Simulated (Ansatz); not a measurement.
H3OSi, doublet, at a GFN2-xTB geometry; Ansatz (an electronic-structure program) with R2SCAN/aug-pcseg-1.

Ansatz was given this input:
Ansatz 0.2 input:
```yaml
crystal:
  periodic: [false, false, false]
  atoms:
    - {symbol: O, position_ang: [1.10385028, -0.07317263, -0.13629678]}
    - {symbol: Si, position_ang: [-0.40797618, 0.05780856, 0.04472453]}
    - {symbol: H, position_ang: [-1.06470779, 1.35524447, -0.10446649]}
    - {symbol: H, position_ang: [-0.88650509, -0.59908882, 1.32165800]}
    - {symbol: H, position_ang: [-1.16792280, -0.98009444, -0.75296067]}
basis:
  gaussian:
    orbitals: aug-pcseg-1.json
hamiltonian:
  xc: r2scan
magnetization: {spin_polarized: true, initial_magnetization: 1}
```
The basis file holds aug-pcseg-1 in the JSON format of the Basis Set Exchange.

Q: Write the output that Ansatz gives for this input, abridged.

A: 
```
Functional definition: r2SCAN
661 factors; their error is unknown
mean field evaluation 1: about -9960.4243 eV, gradient 4.5e1 eV
mean field evaluation 2: about -9848.5150 eV, gradient 1.4e2 eV
mean field evaluation 4: about -9968.3555 eV, gradient 1.0e1 eV
mean field evaluation 8: about -9968.9163 eV, gradient 1.7e-1 eV
mean field evaluation 16: about -9968.8959 eV, gradient 1.7e-5 eV
mean field evaluation 32: about -9968.8563 eV, gradient 1.5e0 eV
mean field -9968.89590121 eV, -366.3501672091 hartree, gradient 1.7e-5 eV, S^2 0.761845; 5 other end points of the search recorded, 0 dependent functions left out
reference -9968.89593132 eV, -366.3501683155 hartree; 13, 12 occupied and 64, 65 virtual orbitals, 661 factors
Total energy: -9968.89593132 eV, -366.3501683155 hartree
```
